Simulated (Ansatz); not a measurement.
Ideal-gas functions of `[NH2][GeH]([Br])[Br]` at 800 K and 1 bar, from an Ansatz frequency run at PBE0-D4/def2-TZVP.

Molar mass 249.45 g/mol, point group C1 (symmetry number 1), electronic degeneracy 1, moments of inertia 192.086, 578.4, 722.635 u Å². Harmonic wavenumbers (cm⁻¹, unscaled): 86, 150, 169, 195, 290, 321, 570, 667, 703, 748, 923, 1574, 2202, 3552, 3650.

Use S(trans) = R[1.5 ln M + 2.5 ln T − 1.1517]; rotational temperatures θ = 24.2544 K / I; S(rot) = R[ln(√π/σ · √(T³/θAθBθC)) + 1.5]; for each mode x = 1.438777 ν̃/T, S = R[x/(eˣ − 1) − ln(1 − e⁻ˣ)] and H = RT x/(eˣ − 1); 1 cm⁻¹ = 0.0119627 kJ/mol; R = 8.31446 J/(mol·K).

Question: By hand: the entropy, in J/(mol·K).

Answer: Translation 198.2. Rotation: θ = 0.1263, 0.0419, 0.0336 K, giving 136.5. Vibration, mode by mode: 23.84, 19.23, 18.25, 17.07, 13.82, 13.00, 8.46, 7.28, 6.90, 6.45, 4.99, 1.98, 0.80, 0.10, 0.09, in all 142.3. Electronic 0.0. Sum 477.0 J/(mol·K).

Question: By hand: H − E and G − E in kJ/mol, counted from the electronic energy.

Answer: Zero-point energy ½ × 15800 × 0.0119627 = 94.5; thermal vibration 51.3; translation, rotation and pV give 4 RT = 26.6. H − E = 172.4 kJ/mol, and G − E = 172.4 − 800 × 477.0/1000 = -209.2 kJ/mol.

Vibration gives 30 % of the entropy, 23.8 J/(mol·K) of it from the mode under 150 cm⁻¹: soft modes count most, and the harmonic formula is weakest for them. The sum counts one conformer and one mirror image; others add a mixing term.
